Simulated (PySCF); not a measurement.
The free ion Cr+ in its d5 configuration. Only this configuration is treated; at so low a charge one with s electrons may lie lower or mix in.

Method (PySCF 2.14, density fitting): CASSCF(5,5) with orbitals averaged over all microstates of the shell, strongly contracted NEVPT2 on the averaged canonical orbitals; basis x2c-TZVPall; spin-free X2C; gas phase; spin-orbit coupling by state interaction with the mean-field operator over all roots.

**Question.** What is the ground state?

**Answer.** 6S (S = 5/2, orbital degeneracy 1), by NEVPT2.

**Question.** Which is the lowest state of another spin?

**Answer.** 4G at 23027 cm⁻¹ by NEVPT2; CASSCF alone puts it at 25514 cm⁻¹ above the same ground state.

**Question.** What magnetic behaviour follows?

**Answer.** The lowest spin-orbit level is 6-fold with J = 5/2; the next lies at 23017.0 cm⁻¹. μeff is 5.92 μB at 300 K and 5.92 μB at 10 K; the spin-only value is 5.92 μB.

The job took 8.7 s on one thread of Arm Neoverse V1 (shared host), with 48 basis functions, launched as `OMP_NUM_THREADS=1 python lf_run.py task.json out`.
